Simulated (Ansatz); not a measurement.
```yaml
crystal:
  periodic: [false, false, false]
  atoms:
    - {symbol: F, position_ang: [-1.840211, -1.378448, 1.286231]}
    - {symbol: Si, position_ang: [-0.316949, -1.239008, 2.014383]}
    - {symbol: O, position_ang: [0.506891, -0.217452, 0.900874]}
    - {symbol: Si, position_ang: [0.446728, 0.617752, -0.604601]}
    - {symbol: Cl, position_ang: [0.284223, -0.796602, -2.212536]}
    - {symbol: H, position_ang: [-0.792804, 1.548715, -0.653445]}
    - {symbol: H, position_ang: [1.776381, 1.393749, -0.778891]}
basis:
  gaussian: {orbitals: "6-31++G**", final_grid: {core_spheres: 8, valence_spheres: 7, degree: 23}, point_charges: [{charge: 2.00, position_ang: [5.066, -0.168, -0.924]}]}
magnetization: {spin_polarized: true, initial_magnetization: 6}
hamiltonian: {xc: {name: CAM-B3LYP}, dispersion: d4}
scf: {lower_state_search: off}
output: {forces: true}
```

```sh
$ ansatz run in.yaml --threads 2 --pin off --events-out ev --progress --plain --max-ram 4352MiB
```

Shortened log:

```
Functional definition: CAM-B3LYP
1002 factors; integrals over basis functions are off by at most 9.4e-4 eV
318 factors; integrals over basis functions are off by at most 2.3e-5 eV
mean field evaluation 1: about -33049.9581 eV, gradient 5.0e1 eV
mean field evaluation 2: about -32992.7342 eV, gradient 1.1e2 eV
mean field evaluation 4: about -33062.8501 eV, gradient 1.3e1 eV
mean field evaluation 8: about -33063.7921 eV, gradient 4.8e-1 eV
mean field evaluation 16: about -33064.1530 eV, gradient 8.7e-2 eV
mean field evaluation 32: about -33064.1587 eV, gradient 1.2e0 eV
a density is far from that of the atoms, so the factors are made again for it
1083 factors; integrals over basis functions are off by at most 7.3e-4 eV
346 factors; integrals over basis functions are off by at most 2.3e-5 eV
mean field -33064.17535482 eV, -1215.0860325868 hartree, gradient 2.4e-6 eV, S^2 12.019723; 0 other end points of the search recorded, 0 dependent functions left out
reference -33064.17548816 eV, -1215.0860374869 hartree; 35, 29 occupied and 84, 90 virtual orbitals, 1083 factors
Total energy: -33064.35557104 eV, -1215.0926554107 hartree
Atom 0 at    -1.840211    -1.378448     1.286231 Å, force     1.995088     0.208455     0.848116 eV/Å
Atom 1 at    -0.316949    -1.239008     2.014383 Å, force    -2.067223    -0.768988    -0.236211 eV/Å
Atom 2 at     0.506891    -0.217452     0.900874 Å, force     0.644054     1.306562     0.137141 eV/Å
Atom 3 at     0.446728     0.617752    -0.604601 Å, force     2.897601     1.237729     1.350365 eV/Å
Atom 4 at     0.284223    -0.796602    -2.212536 Å, force    -0.501905    -3.995746    -4.706795 eV/Å
Atom 5 at    -0.792804     1.548715    -0.653445 Å, force     0.593573     0.731993     1.373685 eV/Å
Atom 6 at     1.776381     1.393749    -0.778891 Å, force    -0.372380     0.926206     0.553443 eV/Å
Dipole moment:    -3.179803    -0.233858     0.533395 e Å
Checks for a lower state left out: stability, starts, cluster_reference, orbital_swaps, neighbouring_geometries, increment
```

Something in this input is off. What?

The spin is set far too high for this molecule. The run converged. The result belongs to that input, not to the molecule as meant.
